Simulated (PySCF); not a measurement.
C3HBrClF.

```xyz
7

F      1.2808    -1.7379    -0.1972
C      0.5570    -0.6586     0.1084
Br     1.6397     0.8600     0.4667
C     -0.7564    -0.6331     0.1691
C     -2.0690    -0.5670     0.2407
Cl    -3.0980    -0.1491    -1.1077
H     -2.6397    -0.7732     1.1626
```
Charge 0, spin multiplicity 1.

Geometry optimised at PBE-D3(BJ)/def2-SVP. The structure was generated by enumeration, and PubChem lists no compound with its InChIKey, so it may never have been made.

Level of theory: PBE0/pcSseg-1 in PySCF. Non-relativistic, no solvent.

Computed absolute GIAO shielding of each atom: isotropic value and principal components (ppm):
| atom | σ(iso) | σ11 | σ22 | σ33 | span |
|---|---|---|---|---|---|
| F1 | 241.2 | 184.6 | 255.5 | 283.6 | 99.0 |
| C2 | 32.8 | -17.7 | 52.0 | 64.1 | 81.8 |
| Br3 | 1836.2 | 1163.7 | 1589.7 | 2755.1 | 1591.3 |
| C4 | -20.6 | -46.8 | -22.5 | 7.4 | 54.2 |
| C5 | 67.3 | -2.5 | 70.7 | 133.8 | 136.2 |
| Cl6 | 669.8 | 451.2 | 646.4 | 911.7 | 460.5 |
| H7 | 24.3 | 19.4 | 25.2 | 28.3 | 8.9 |
